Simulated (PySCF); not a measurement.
Species: C6H7NO2.
Numbering: `[CH3:1][NH:2][c:3]1[cH:4][cH:5][o:6][c:7](=[O:8])[cH:9]1` (hydrogens: H10, H11, H12 on C1; H13 on N2; H14 on C4; H15 on C5; H16 on C9)

Cartesian coordinates in Å at the GFN2-xTB level; atoms count from 1:
```xyz
16
C6H7NO2 angstrom
C      2.4186    0.3299   -0.3399
N      1.3925   -0.5292    0.1903
C      0.0719   -0.2500    0.1291
C     -0.8548   -1.1902    0.6981
C     -2.1686   -0.9146    0.6372
O     -2.6791    0.1773    0.0842
C     -1.8474    1.1448   -0.4928
O     -2.3856    2.1116   -0.9764
C     -0.4453    0.8831   -0.4472
H      2.2867    0.4729   -1.4158
H      3.3908   -0.1230   -0.1645
H      2.3944    1.3094    0.1455
H      1.6713   -1.3860    0.6367
H     -0.5003   -2.0952    1.1612
H     -2.9312   -1.5681    1.0390
H      0.1783    1.6363   -0.8961
```

The closed-shell SCF was solved with PySCF and density fitting under several settings on one GFN2-xTB geometry (grid level 2 and gas phase unless stated).

| settings | basis functions | SCF cycles | E (Eh) | HOMO (eV) | LUMO (eV) | dipole (D) |
| --- | --- | --- | --- | --- | --- | --- |
| PBE0/pcSseg-1 | 188 | 16 | -437.5023 | -6.35 | -0.93 | 7.28 |
| PBE0/def2-SVPD | 242 | 16 | -437.2608 | -6.44 | -1.02 | 7.34 |
| PBE0/def2-SVPD, damping 0.2 at the start, DIIS from the seventh cycle | 242 | 24 | -437.2608 | -6.44 | -1.02 | 7.34 |
| wB97X/6-31G*, level shift 0.2 Eh, energy threshold 1e-11 Eh | 140 | 17 | -437.9205 | -8.19 | 1.56 | 7.04 |

Estimate the row for these settings: B97-D/6-31G-J, start guess huckel, energy threshold 1e-07 Eh.

```
                                                    settings  basis functions  SCF cycles     E (Eh)  HOMO (eV)  LUMO (eV)  dipole (D)
B97-D/6-31G-J, start guess huckel, energy threshold 1e-07 Eh              136          17  -437.6804      -5.02      -1.47        7.53
```

Over all rows, what range does the HOMO–LUMO gap span?

From 3.55 eV (B97-D/6-31G-J, start guess huckel, energy threshold 1e-07 Eh) to 9.75 eV (wB97X/6-31G*, level shift 0.2 Eh, energy threshold 1e-11 Eh). The functional of the narrowest has no exact exchange, that of the widest range-separated exact exchange.

And the dipole moment?

From 7.04 D (wB97X/6-31G*, level shift 0.2 Eh, energy threshold 1e-11 Eh) to 7.53 D (B97-D/6-31G-J, start guess huckel, energy threshold 1e-07 Eh); the largest is 1.07 times the smallest, and the median is 7.34 D.

Compare two rows with the functional PBE0: PBE0/pcSseg-1 and PBE0/def2-SVPD, damping 0.2 at the start, DIIS from the seventh cycle. Which energy is lower, and by how much?

PBE0/pcSseg-1 (188 functions) lies 0.2415 Eh or 152 kcal/mol below PBE0/def2-SVPD, damping 0.2 at the start, DIIS from the seventh cycle (242 functions). The smaller set gives the lower energy; the two sets aren't nested, so the variational bound doesn't order them by size.

Whole jobs, the steps after the SCF included, on Arm Neoverse N1, one thread (shared host):

| settings | work after the SCF | wall time | peak memory |
| --- | --- | --- | --- |
| PBE0/pcSseg-1 | shieldings, ring-centre shieldings, charges and field gradients | 49 s | 0.84 GiB |
| PBE0/def2-SVPD | 6 singlets by full TDDFT, 2 Tamm–Dancoff triplets, polarisability | 89 s | 0.98 GiB |
| PBE0/def2-SVPD, damping 0.2 at the start, DIIS from the seventh cycle | 1 singlet by TDA, 5 Tamm–Dancoff triplets, polarisability | 1.9 min | 0.94 GiB |
| wB97X/6-31G*, level shift 0.2 Eh, energy threshold 1e-11 Eh | shieldings, ring-centre shieldings, charges and field gradients | 54 s | 0.90 GiB |
| B97-D/6-31G-J, start guess huckel, energy threshold 1e-07 Eh | 1 singlet by full TDDFT, polarisability | 53 s | 0.50 GiB |

B97-D ran without the empirical dispersion term, which would shift the total energy alone. Cycle counts include a coarse-grid stage where the run had one. All basis functions are spherical, in the Pople sets too.

One conformer stands for the species.
